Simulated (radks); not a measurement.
The numbers below are computed, except where a source is named.
Q: Valence configurations of F II (all share [He]). Level of theory: Dirac Kohn-Sham, PBEsol, spin-unpolarised, spherical densities, finite nucleus; open shells fill j = l - 1/2 first; Fermi nuclear charge, rms radius 2.8976 fm (a radial shooting solver on a logarithmic mesh with Libxc functionals). Order these by energy: 2s0.5 2p5.5; 2s1.5 2p4.5; 2s2 2p4; 2s1 2p5; 2p6.

A: From the lowest, in eV above it: 2s2 2p4 0.000; 2s1.5 2p4.5 9.500; 2s1 2p5 19.013; 2s0.5 2p5.5 28.538; 2p6 38.075. NIST lists [He] 2s2 2p4 as the ground configuration; this level of theory agrees among the configurations tried. The energies are those of spherical spin-averaged densities, not of single terms.
